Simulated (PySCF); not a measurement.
BeCl2, SMILES [Be]([Cl])[Cl]. The structure is a stationary point at PBE-D3(BJ)/def2-TZVP. The isomer is the one that the SMILES or the coordinates give; other isomers of the formula were not compared.

Computed with PySCF with PBE-D3(BJ)/def2-TZVP.

Harmonic wavenumbers (cm⁻¹): 233, 233, 387, 1115. Rotational constants (GHz): 2.179 (linear); symmetry number 2.

### Question
Work out the zero-point energy and the ideal-gas rigid-rotor harmonic-oscillator thermochemistry at 298.15 K and 1 atm.

### Answer
ZPE = ½ Σ hcν = ½ × 1968 cm⁻¹ = 2.81 kcal/mol. H − E(el) = 5.74 kcal/mol. Entropy in cal/(mol K): translation 39.05, rotation 16.42, vibration 4.78, total 60.25. G − E(el) = -12.22 kcal/mol. Cp = 12.30 cal/(mol K).
